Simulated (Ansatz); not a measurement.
The inner images of a band of F2H4Si2 + H2S (11 atoms, charge 0, multiplicity 1) are given out of order.

Level of theory: RKS PBE/cc-pVDZ in Ansatz.

Initial state:

```xyz
11
Properties=species:S:1:pos:R:3
Si -1.255 0.480 -0.110
Si -0.228 -1.245 1.121
F -0.867 0.320 -1.728
F -2.895 0.230 -0.025
H -1.017 1.914 0.271
H 2.855 0.414 -0.908
S 2.190 1.607 -0.930
H -0.515 -1.035 2.587
H -0.826 -2.556 0.678
H 1.262 -1.268 0.900
H 1.295 1.138 -1.854
```

Final state:

```xyz
11
Properties=species:S:1:pos:R:3
Si -1.122 1.605 -0.987
Si 0.735 -1.810 1.199
F -1.526 0.723 -2.323
F -1.271 0.541 0.275
H -2.098 2.724 -0.817
H 1.486 -0.938 0.220
S 0.872 2.362 -1.099
H 0.336 -0.993 2.398
H -0.478 -2.391 0.526
H 1.653 -2.927 1.632
H 1.414 1.105 -1.024
```

Problem. Put them in order from the first end to the last, with their energies above the first end.
A.
```xyz
11
Properties=species:S:1:pos:R:3
Si -0.743 0.837 -0.404
Si 0.153 -1.195 1.006
F -1.076 0.538 -1.999
F -2.109 0.049 0.225
H -0.906 2.162 0.270
H 0.822 0.230 0.034
S 1.534 1.541 -0.980
H -0.451 -0.892 2.347
H -0.550 -2.291 0.257
H 1.615 -1.548 1.171
H 1.712 0.570 -1.927
```
B.
```xyz
11
Properties=species:S:1:pos:R:3
Si -1.065 1.609 -0.952
Si 0.696 -1.766 1.284
F -1.655 0.979 -2.358
F -1.284 0.402 0.163
H -1.864 2.798 -0.533
H 1.401 -0.674 0.523
S 0.991 2.155 -1.159
H -0.068 -1.174 2.437
H -0.240 -2.503 0.363
H 1.733 -2.727 1.810
H 1.355 0.902 -1.576
```
C.
```xyz
11
Properties=species:S:1:pos:R:3
Si -0.749 1.161 -0.642
Si 0.344 -1.382 1.109
F -1.260 0.712 -2.149
F -1.708 0.075 0.219
H -1.181 2.409 0.050
H 0.665 -0.153 0.277
S 1.325 1.738 -1.064
H -0.368 -0.982 2.370
H -0.438 -2.374 0.295
H 1.738 -1.866 1.389
H 1.632 0.662 -1.855
```
D.
```xyz
11
Properties=species:S:1:pos:R:3
Si -0.946 0.650 -0.231
Si 0.052 -1.174 0.974
F -1.023 0.517 -1.888
F -2.447 0.102 0.241
H -0.879 2.079 0.230
H 1.262 0.487 -0.121
S 1.770 1.486 -0.956
H -0.468 -0.963 2.372
H -0.586 -2.364 0.310
H 1.545 -1.426 1.067
H 1.720 0.606 -1.999
```
E.
```xyz
11
Properties=species:S:1:pos:R:3
Si -1.218 0.542 -0.121
Si -0.150 -1.208 1.044
F -0.957 0.359 -1.758
F -2.841 0.262 0.102
H -0.973 1.977 0.243
H 2.444 0.396 -0.403
S 2.095 1.570 -1.007
H -0.479 -1.088 2.510
H -0.699 -2.508 0.511
H 1.349 -1.209 0.879
H 1.429 0.906 -1.999
```
F.
```xyz
11
Properties=species:S:1:pos:R:3
Si -1.126 0.581 -0.153
Si -0.066 -1.193 0.993
F -0.999 0.420 -1.803
F -2.714 0.225 0.193
H -0.907 2.015 0.228
H 1.817 0.490 -0.144
S 2.009 1.523 -1.019
H -0.477 -1.074 2.438
H -0.615 -2.462 0.396
H 1.445 -1.254 0.937
H 1.634 0.728 -2.065
```
G.
```xyz
11
Properties=species:S:1:pos:R:3
Si -0.914 1.419 -0.817
Si 0.530 -1.567 1.203
F -1.465 0.887 -2.278
F -1.428 0.214 0.203
H -1.554 2.653 -0.281
H 0.965 -0.369 0.417
S 1.171 1.870 -1.035
H -0.247 -1.126 2.415
H -0.315 -2.468 0.340
H 1.792 -2.274 1.614
H 1.465 0.760 -1.781
```

Solution. E (+3.0 kJ/mol), F (+14.3 kJ/mol), D (+54.0 kJ/mol), A (+151.2 kJ/mol), C (+41.9 kJ/mol), G (-28.5 kJ/mol), B (-50.4 kJ/mol).

Run time: 4 min on 2 threads of AMD EPYC 7B13 (Zen 3), on a shared host, peak memory 0.19 GiB.
